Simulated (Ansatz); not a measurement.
```yaml
crystal:
  periodic: [false, false, false]
  atoms:
    - {symbol: C, position_ang: [-1.602298, -0.264705, 1.077780]}
    - {symbol: B, position_ang: [-0.077889, -0.375962, 1.361351]}
    - {symbol: C, position_ang: [1.021324, -0.544928, 0.264395]}
    - {symbol: N, position_ang: [0.599007, -0.435453, -1.119566]}
    - {symbol: C, position_ang: [0.344223, 0.931153, -1.515893]}
    - {symbol: H, position_ang: [-1.903685, 0.771858, 1.290389]}
    - {symbol: H, position_ang: [-1.881613, -0.493440, 0.047915]}
    - {symbol: H, position_ang: [-2.192795, -0.873164, 1.769485]}
    - {symbol: H, position_ang: [0.312928, -0.363649, 2.500125]}
    - {symbol: H, position_ang: [1.896644, 0.090488, 0.507451]}
    - {symbol: H, position_ang: [1.383880, -1.571171, 0.449183]}
    - {symbol: H, position_ang: [1.303601, -0.830073, -1.728660]}
    - {symbol: H, position_ang: [1.194314, 1.612479, -1.337160]}
    - {symbol: H, position_ang: [0.091432, 0.970774, -2.577447]}
    - {symbol: H, position_ang: [-0.510975, 1.324996, -0.960047]}
basis:
  gaussian: {orbitals: pcseg-2, final_grid: {core_spheres: 1, valence_spheres: 1, degree: 5}}
hamiltonian: {xc: {name: r2SCAN}}
accuracy: high
scf: {lower_state_search: light}
output: {forces: true}
```

```sh
$ ansatz run in.yaml --threads 4 --pin off --events-out ev --progress --plain --max-ram 10444MiB
```

Output, abridged:

```
Functional definition: r2SCAN
5482 factors; integrals over basis functions are off by at most 2.3e-8 eV
mean field evaluation 1: about -5421.1352 eV, gradient 8.7e1 eV
mean field evaluation 2: about -5399.0664 eV, gradient 1.3e2 eV
mean field evaluation 4: about -5438.4074 eV, gradient 8.6e0 eV
mean field evaluation 8: about -5382.2981 eV, gradient 1.2e2 eV
mean field evaluation 16: about -5401.5206 eV, gradient 2.9e-1 eV
mean field evaluation 32: about -5401.5221 eV, gradient 2.0e-5 eV
mean field -5401.52209616 eV, -198.5022757507 hartree, gradient 7.4e-8 eV, S^2 0.000000; 0 other end points of the search recorded, 0 dependent functions left out
reference -5401.52209656 eV, -198.5022757654 hartree; 20, 20 occupied and 270, 270 virtual orbitals, 5482 factors
Total energy: -5401.52209656 eV, -198.5022757654 hartree
Atom 0 at    -1.602298    -0.264705     1.077780 Å, force     5.671693    -3.025931     0.007580 eV/Å
Atom 1 at    -0.077889    -0.375962     1.361351 Å, force    -3.476671     0.099973    -9.273020 eV/Å
Atom 2 at     1.021324    -0.544928     0.264395 Å, force    -3.447456     2.291241     0.877390 eV/Å
Atom 3 at     0.599007    -0.435453    -1.119566 Å, force    11.696692    10.237220     8.332306 eV/Å
Atom 4 at     0.344223     0.931153    -1.515893 Å, force     2.076735    -2.028128    -0.432234 eV/Å
Atom 5 at    -1.903685     0.771858     1.290389 Å, force     1.773062    -8.606979    -1.298852 eV/Å
Atom 6 at    -1.881613    -0.493440     0.047915 Å, force     2.475568     2.708239     7.065958 eV/Å
Atom 7 at    -2.192795    -0.873164     1.769485 Å, force     5.034952     5.216616    -5.411930 eV/Å
Atom 8 at     0.312928    -0.363649     2.500125 Å, force    -1.274314    -0.172522    -3.209459 eV/Å
Atom 9 at     1.896644     0.090488     0.507451 Å, force    -7.532150    -5.377547    -3.502984 eV/Å
Atom 10 at     1.383880    -1.571171     0.449183 Å, force    -3.420786     7.911153    -1.533885 eV/Å
Atom 11 at     1.303601    -0.830073    -1.728660 Å, force   -10.194135     0.556991     4.587714 eV/Å
Atom 12 at     1.194314     1.612479    -1.337160 Å, force    -6.835838    -7.123384    -1.507124 eV/Å
Atom 13 at     0.091432     0.970774    -2.577447 Å, force     1.207335    -0.718828     9.057242 eV/Å
Atom 14 at    -0.510975     1.324996    -0.960047 Å, force     6.245313    -1.968112    -3.758703 eV/Å
Dipole moment:     0.161112     0.161454    -0.069427 e Å
```

Task: What is wrong with this run?

Result: The integration grid is far too coarse. Self-consistency was reached. The result belongs to that input, not to the molecule as meant.
